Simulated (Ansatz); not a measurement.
Geometry optimisation, Ansatz, RKS PBE-D4/def2-SVP.

input.yaml

```yaml
crystal:
  periodic: [false, false, false]
  atoms:
    - { symbol: C, position_ang: [-0.34224, 0.79636, -0.21801] }
    - { symbol: Si, position_ang: [0.36812, -0.84478, 0.2353] }
    - { symbol: F, position_ang: [1.54187, -1.15533, 1.20976] }
    - { symbol: F, position_ang: [-0.06213, -2.25575, -0.26328] }
    - { symbol: H, position_ang: [-0.26249, 0.98905, -1.29655] }
    - { symbol: H, position_ang: [0.16874, 1.61397, 0.3079] }
    - { symbol: H, position_ang: [-1.41186, 0.85646, 0.02487] }
total_charge: 1
basis:
  gaussian: { orbitals: def2-SVP }
hamiltonian:
  xc: pbe
  dispersion: d4
relax:
  f_tol: 0.015
  max_steps: 40
```

Run as:

```bash
$ ansatz run input.yaml --threads 1 --pin off --max-ram 2048MiB --backend cpu --events-out ev --progress --plain --runs-dir out
```

Where does it end, and by what steps?

The forces met the threshold. Limits of this set-up: the dipole of an ion depends on the origin. After 6 steps the energy has fallen by 0.168 eV; F4 moved furthest, 0.16 Å.

```json
{"step": "0", "energy less start (eV)": "0.0000", "largest force component (eV/Å)": "1.079", "accepted": "yes"}
{"step": "1", "energy less start (eV)": "-0.1080", "largest force component (eV/Å)": "0.539", "accepted": "yes"}
{"step": "2", "energy less start (eV)": "-0.1452", "largest force component (eV/Å)": "0.726", "accepted": "yes"}
{"step": "3", "energy less start (eV)": "-0.1661", "largest force component (eV/Å)": "0.102", "accepted": "yes"}
{"step": "4", "energy less start (eV)": "-0.1599", "largest force component (eV/Å)": "0.595", "accepted": "no"}
{"step": "5", "energy less start (eV)": "-0.1675", "largest force component (eV/Å)": "0.019", "accepted": "yes"}
{"step": "6", "energy less start (eV)": "-0.1677", "largest force component (eV/Å)": "0.002", "accepted": "yes"}
```

```xyz
7
Properties=species:S:1:pos:R:3
C -0.327 0.781 -0.205
Si 0.369 -0.835 0.238
F 1.571 -1.031 1.246
F -0.175 -2.196 -0.355
H -0.232 0.914 -1.307
H 0.205 1.589 0.337
H -1.411 0.779 0.047
```

Whether the end is a true minimum wasn't checked by a vibrational analysis.

Time of the run: 15 s on 1 thread of Arm Neoverse V1, with other jobs on the host, peak memory 0.14 GiB.
